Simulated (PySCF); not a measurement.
Compound: C4H4AlCl3O2.
SMILES: `ClC(Cl)(Cl)C1=C[O][AlH2-][O+]=C1`

Computed, not measured: PBE0-D3(BJ)/def2-SVP geometry optimisation, gas phase (PySCF).

Take the most abundant isotopes and a rigid rotor. 

(1) Give the principal moments of inertia and the rotational constants in cm⁻¹.

(2) What kind of rotor is it?

(3) What does the inertial defect say?

(4) Give the coordinates in the principal-axis frame, origin at the centre of mass.

(5) Which types of transition are allowed, and where do some lines up to J = 3 fall?

Answers

(1) Ia = 398.63, Ib = 1093.34, Ic = 1190.87 u·Å²; 505379 MHz·u·Å²/I gives 1268, 462.2 and 424.4 MHz, that is A = 0.04229, B = 0.01542, C = 0.01416 cm⁻¹.

(2) A near-prolate asymmetric top. Ray's parameter κ = (2B − A − C)/(A − C) = -0.910; −1 is the prolate and +1 the oblate limit.

(3) Not planar: Δ = Ic − Ia − Ib = -301.10 u·Å². For a rigid frame Δ = −2 Σ m c², so Σ m c² = 150.55 u·Å² lies off the ab plane: 3.96 from hydrogen and 146.59 from heavier atoms. The atom farthest from that plane is 1.48 Å away.

(4) The sense of each axis is arbitrary; atoms in the order of the calculation.
| atom | mass (u) | a (Å) | b (Å) | c (Å) |
| --- | --- | --- | --- | --- |
| Cl1 | 34.969 | -1.936 | 1.638 | 0.049 |
| C2 | 12.000 | -1.193 | 0.024 | 0.001 |
| Cl3 | 34.969 | -1.793 | -0.907 | 1.414 |
| Cl4 | 34.969 | -1.769 | -0.811 | -1.480 |
| C5 | 12.000 | 0.310 | 0.071 | 0.015 |
| C6 | 12.000 | 1.038 | 1.268 | 0.009 |
| O7 | 15.995 | 2.299 | 1.356 | 0.010 |
| Al8 | 26.982 | 3.575 | -0.005 | -0.005 |
| O9 | 15.995 | 2.234 | -1.324 | 0.009 |
| C10 | 12.000 | 0.987 | -1.168 | 0.012 |
| H11 | 1.008 | 0.483 | 2.219 | 0.006 |
| H12 | 1.008 | 4.330 | -0.033 | 1.387 |
| H13 | 1.008 | 4.295 | -0.038 | -1.416 |
| H14 | 1.008 | 0.379 | -2.088 | 0.013 |

(5) The dipole components are |μa| = 2.14 D, |μb| = 0.20 D, |μc| = 0.02 D. Intensities carry the squares of the components, which stand as 1.00 : 0.01 : 0.00 (a : b : c). Some lines, for components of 0.1 D or more:

```tsv
type	branch	J(Ka,Kc)	MHz	lower level (cm⁻¹)
b	Q	1(1,0) ← 1(0,1)	843	0.030
b	Q	2(1,1) ← 2(0,2)	883	0.089
a	R	1(0,1) ← 0(0,0)	887	0.000
b	Q	3(1,2) ← 3(0,3)	944	0.177
b	R	2(0,2) ← 1(1,1)	966	0.056
a	R	2(1,2) ← 1(1,1)	1735	0.056
a	R	2(1,1) ← 1(1,0)	1811	0.058
b	R	3(0,3) ← 2(1,2)	1886	0.114
b	Q	3(2,1) ← 3(1,2)	2367	0.209
b	Q	2(2,0) ← 2(1,1)	2418	0.118
b	Q	3(2,2) ← 3(1,3)	2588	0.201
a	R	3(1,3) ← 2(1,2)	2602	0.114
a	R	3(2,2) ← 2(2,1)	2660	0.199
a	R	3(2,1) ← 2(2,0)	2665	0.199
b	R	3(1,3) ← 2(0,2)	3371	0.089
b	Q	3(3,0) ← 3(2,1)	4117	0.288
b	R	2(2,1) ← 1(1,0)	4228	0.058
b	R	2(2,0) ← 1(1,1)	4267	0.056
b	R	3(2,2) ← 2(1,1)	5077	0.118
b	R	3(2,1) ← 2(1,2)	5197	0.114
```

Whether it is a minimum is left open (no frequencies). Zero-point vibration and centrifugal distortion are left out. Quadrupole hyperfine structure (27Al, 35Cl) is left out.

Conformer computed: `[Cl:1][C:2]([Cl:3])([Cl:4])[C:5]1=[CH:6][O:7][AlH2-:8][O+:9]=[CH:10]1`: Cl1–C2–C5–C6 -3°.
